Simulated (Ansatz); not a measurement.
One change: `NC(O)(F)O[SiH3]` becomes `NC(O)O[SiH3]`.

Ansatz, PBE0-D4/def2-TZVP geometries, multiplicity 1. Each molecule was computed in one conformer, which needn't be the lowest.

```json
{"property": "HOMO–LUMO gap (ωB97M-V/def2-TZVPP) / eV", "`NC(O)(F)O[SiH3]`": "12.56"}
{"property": "size of the dipole moment (B3LYP/def2-TZVPP) / D", "`NC(O)(F)O[SiH3]`": "1.55"}
{"property": "HOMO energy (B3LYP/def2-TZVPP) / eV", "`NC(O)(F)O[SiH3]`": "-7.96"}
{"property": "HOMO–LUMO gap (PBE/def2-TZVPP) / eV", "`NC(O)(F)O[SiH3]`": "6.08"}
{"property": "HOMO energy (ωB97M-V/def2-TZVPP) / eV", "`NC(O)(F)O[SiH3]`": "-10.66"}
{"property": "LUMO energy (PBE0/def2-TZVPP) / eV", "`NC(O)(F)O[SiH3]`": "0.34"}
```

**Question.** What does the change do to each property? (Estimate.)

**Answer.** Ansatz gave: 
| property | `NC(O)O[SiH3]` | shift |
| --- | --- | --- |
| HOMO–LUMO gap (ωB97M-V/def2-TZVPP) / eV | 12.48 | -0.08 |
| size of the dipole moment (B3LYP/def2-TZVPP) / D | 1.51 | -0.04 |
| HOMO energy (B3LYP/def2-TZVPP) / eV | -7.69 | 0.27 |
| HOMO–LUMO gap (PBE/def2-TZVPP) / eV | 6.08 | 0.00 |
| HOMO energy (ωB97M-V/def2-TZVPP) / eV | -10.38 | 0.28 |
| LUMO energy (PBE0/def2-TZVPP) / eV | 0.54 | 0.20 |

With PBE0 the HOMO rises by 0.27 eV and the LUMO rises by 0.20 eV, so the gap narrows by about 0.07 eV. PBE moves the HOMO by 0.21 eV and ωB97M-V by 0.28 eV. Dipoles are sizes alone; their direction can turn.

B3LYP here is the variant with VWN-RPA as its local correlation; programs differ in this.
